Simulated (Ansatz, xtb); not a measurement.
## Isomers of BrClFGaH2Si in order of energy

4 gas-phase structures of BrClFGaH2Si, found in a search over its isomers (lower ones may exist). Each was relaxed with GFN2-xTB; where two conformers were screened, the lower at r2SCAN-D4/def2-SVP is listed:

A. `F[SiH2][Ga]([Cl])[Br]`, a singlet
B. `F[Si@H](Br)[GaH][Cl]`, a singlet
C. `[F][Ga]([Cl])[SiH2]Br`, a singlet
D. `[F][Ga]([Br])[SiH2]Cl`, a singlet

**Question.** Estimate their order in r2SCAN-D4/def2-SVP energy at these geometries, lowest first.

**Answer.** Calculated order at r2SCAN-D4/def2-SVP: A (0.0), D (48.6), B (51.7), C (58.4) kJ/mol. Less than 1 kcal/mol parts D and B, so the order within that pair means little.

Energies above the lowest of each column, in kJ/mol; the last columns are at B3LYP-D3(BJ)/def2-SVP geometries and were run for some of them only (a dash: not run or not comparable):

| structure | GFN2-xTB | HF/STO-3G | r2SCAN-D4/def2-SVP | B3LYP-D3(BJ)/def2-SVP | CCSD(T)/def2-SVP + ΔMP2/def2-TZVPP |
| --- | --- | --- | --- | --- | --- |
| A | 0.0 | 0.0 | 0.0 | 0.0 | 0.0 |
| D | 36.6 | 82.7 | 48.6 | 51.1 | – |
| B | 118.4 | 76.7 | 51.7 | 42.8 | 41.4 |
| C | 31.1 | 68.0 | 58.4 | – | – |

Every level run on A puts it lowest or level with the lowest. Some further structures that were screened fall inside this span and aren't listed. Flexible structures stand in one conformer each, not always the lowest. Frequencies (B3LYP-D3(BJ)/def2-SVP) were run for A, B alone. ΔMP2 is the change of the MP2 energy from the smaller to the larger basis.

Over these structures GFN2-xTB departs from r2SCAN-D4/def2-SVP by 29.9 kJ/mol on average once a common shift is removed. A GFN2-xTB relaxation took about 0.13 s and the r2SCAN-D4/def2-SVP energy about 1.4 s on a shared host (Ansatz 0.2.0, xtb 6.7.1).
